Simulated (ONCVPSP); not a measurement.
## Before and after: ONCV potential for antimony (Sb)

ONCVPSP 4.0.1 input, shortened (lines: element, Z, core and valence counts, functional; n l f; lmax; l rc ep ncon nbas qcut; lloc lpopt rc5 dvloc0; l nproj debl; icmod fcfact rcfact), LDA (Perdew-Wang 92), scalar-relativistic:

```
  Sb 51.00    6    5  -001012      upf
    1    0    2.00
    2    0    2.00
    2    1    6.00
    3    0    2.00
    3    1    6.00
    3    2   10.00
    4    0    2.00
    4    1    6.00
    4    2   10.00
    5    0    2.00
    5    1    3.00
    3
    0    1.35    0.00    4    9    7.10
    1    1.55    0.00    4    8   10.50
    2    1.35    0.00    4    9    9.20
    3    1.50    0.30    5    8    7.80
    2    5    1.35    0.00
    0    2    1.40
    1    2    3.10
    2    0    2.80
    3    2    3.70
    0    0.00    0.00
```

All-electron outer shells of the reference configuration (LDA (PZ), scalar-relativistic, ld1.x):

```csv
shell,level (eV),outermost node (bohr),outermost maximum (bohr)
3p,-749.96,0.13,0.30
3d,-516.13,–,0.24
4s,-148.49,0.39,0.73
4p,-101.60,0.39,0.76
4d,-33.55,0.38,0.84
5s,-13.09,0.95,1.88
5p,-5.00,1.04,2.32
```

Change: d: rc 0.96.

Cutoffs: the cutoffs (Ha) at which the residual kinetic energy of the hardest occupied pseudo-wave falls to 1 and 0.1 mHa per electron; they do not see the model core or the augmentation charge, which bear on the density cutoff. Errors are all-electron minus pseudo energies relative to the spin-unpolarised reference configuration.

Question: How do hardness, ghosts and transferability respond?

Answer: The potential gets harder (38 Ha and 65 Ha → 65 Ha and 291 Ha); of the 4 tests that both files solve, the error grows in 0 and shrinks in 1 by more than 15 % and 0.3 meV (median size 9.7 → 8.7 meV); neither file shows a bound ghost. A smaller radius makes the pseudo-wave follow the all-electron one further in, where it bends more sharply, so more plane waves are needed.

| quantity | base | changed |
| --- | --- | --- |
| cutoff, loose | 38 Ha | 65 Ha |
| cutoff, tight | 65 Ha | 291 Ha |
| loose cutoff by channel | s 23 Ha, p 28 Ha, d 38 Ha | s 23 Ha, p 28 Ha, d 65 Ha |
| bound ghosts | none | none |
| GHOST(+) flags under 300 eV | none | s at 228.8 eV |
| error for 4s2 4p6 4d10 5s2 5p2, meV [ΔE 8.51 eV] | -2.0 | -1.9 |
| error for 4s2 4p6 4d10 5s2 5p1, meV [ΔE 24.76 eV] | -6.1 | -5.7 |
| error for 4s2 4p6 4d10 5s2 5p0, meV [ΔE 49.54 eV] | -13 | -12 |
| error for 4s1 4p6 4d10 5s2 5p3, meV [ΔE 157.12 eV] | -574 | -468 |
| s: phases at 1.37 bohr within 0.05 rad from the reference energy up to (Ha; the scan ends near 5) | to the end of the scan | to the end of the scan |
| p: phases at 1.58 bohr within 0.05 rad from the reference energy up to (Ha; the scan ends near 5) | to the end of the scan | to the end of the scan |
| f: phases at 1.52 bohr within 0.05 rad from the reference energy up to (Ha; the scan ends near 5) | to the end of the scan | to the end of the scan |

Base: The cutoffs count occupied waves only; projector 2 of the f channel, the hardest unoccupied one, needs 125 Ha at the loose tolerance.
